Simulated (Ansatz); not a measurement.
`C=C(O)S[SiH3]` and `C=C(O)SC` differ in one atom or group.

Ansatz, PBE0-D4/def2-TZVP geometries, multiplicity 1. Each molecule was computed in one conformer, which needn't be the lowest.

| property | `C=C(O)S[SiH3]` |
| --- | --- |
| size of the dipole moment (B3LYP/def2-TZVPP) / D | 1.13 |
| HOMO–LUMO gap (PBE/def2-TZVPP) / eV | 4.51 |
| HOMO energy (PBE0/def2-TZVPP) / eV | -6.89 |
| HOMO energy (B3LYP/def2-TZVPP) / eV | -6.67 |
| LUMO energy (B3LYP/def2-TZVPP) / eV | -0.52 |
| HOMO–LUMO gap (B3LYP/def2-TZVPP) / eV | 6.14 |

(1) What does the change do to each property? (Estimate.)

## Answers

(1) The calculation gave: 
```
                                        property  `C=C(O)SC`  shift
size of the dipole moment (B3LYP/def2-TZVPP) / D        1.62   0.49
             HOMO–LUMO gap (PBE/def2-TZVPP) / eV        4.51   0.00
              HOMO energy (PBE0/def2-TZVPP) / eV       -6.62   0.27
             HOMO energy (B3LYP/def2-TZVPP) / eV       -6.41   0.26
             LUMO energy (B3LYP/def2-TZVPP) / eV       -0.22   0.30
           HOMO–LUMO gap (B3LYP/def2-TZVPP) / eV        6.19   0.05
```

With PBE0 the HOMO rises by 0.27 eV and the LUMO rises by 0.33 eV, so the gap widens by about 0.06 eV. PBE moves the HOMO by 0.27 eV and ωB97M-V by 0.26 eV. Dipoles are sizes alone; their direction can turn.

Positive LUMOs are unbound, so they and the gaps depend on the basis.

B3LYP here is the variant with VWN-RPA as its local correlation; programs differ in this.
